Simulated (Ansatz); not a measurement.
Two isomers of CH3BFN: A = `C=NBF`, B = `FC1BN1`.

Isolated molecules relaxed with PBE0-D4/def2-TZVP in Ansatz; ΔE leaves out vibrations. CCSD(T)/CBS is the MP2 limit (def2-TZVPP, def2-QZVPP) plus CCSD(T) − MP2 in def2-TZVPP, frozen cores. Functionals use def2-TZVPP. One conformer a species, not always the lowest.

Q: Which is lower in electronic energy at CCSD(T)/CBS, and by how much? (Best estimate.)

A: Ansatz gave: A, by 53.3 kcal/mol.

Q: Give E(B) − E(A) in kcal/mol with CCSD/def2-TZVPP, LDA (SPW92), CCSD(T)/def2-TZVPP, BLYP-D4, r2SCAN-D4, PBE0-D4, HF/def2-TZVPP. (Estimate.)

A: Computed: CCSD/def2-TZVPP 54.7, LDA (SPW92) 45.5, CCSD(T)/def2-TZVPP 54.4, BLYP-D4 56.3, r2SCAN-D4 51.9, PBE0-D4 49.3, HF/def2-TZVPP 59.9. None reverses the order clearly.

Q: Does the order hold for the free energy at 298.15 K (harmonic terms from PBE0-D4)? (Best estimate.)

A: The calculation gave: Yes: G(B) − G(A) = +54.8 kcal/mol, for one conformer each.

Largest T1 diagnostic: 0.014.

At CCSD(T), def2-SVP lies +2.5 kcal/mol from the extrapolated value and def2-TZVPP +1.1 kcal/mol. Leaving LDA and LC-ωPBE aside and taking each functional with its dispersion term where it has one, the values spread over 7.0 kcal/mol, from PBE0-D4 to BLYP-D4. LDA lies −4.3 kcal/mol from PBE without D4.
